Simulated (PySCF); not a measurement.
Job for PySCF: R-BP86/LANL2DZ on HfSn, 2S+1 = 1, a spin state set in the input, which need not be the lowest, a point of a bond scan (R = 2.714 Å).

```python
from pyscf import gto, scf, dft, mp
from pyscf.data.elements import chemcore

mol = gto.M(
    atom='''
    Hf    0.00000000    0.00000000    0.00000000
    Sn    0.00000000    0.00000000    2.71428200
    ''',
    basis='lanl2dz',
    ecp={'Hf': 'lanl2dz', 'Sn': 'lanl2dz'},
    charge=0, spin=0, verbose=3, max_memory=1800)
mf = dft.RKS(mol, xc='b88,p86')
mf.conv_tol = 1e-8
mf.max_cycle = 100
mf.kernel()
if not mf.converged:
    mf = mf.newton().run(mf.mo_coeff, mf.mo_occ)
```

The log:

```
converged SCF energy = -52.2035399715483
```

The calculation finished and met its thresholds.

Cost: about 1.0 core-seconds (a rough figure).
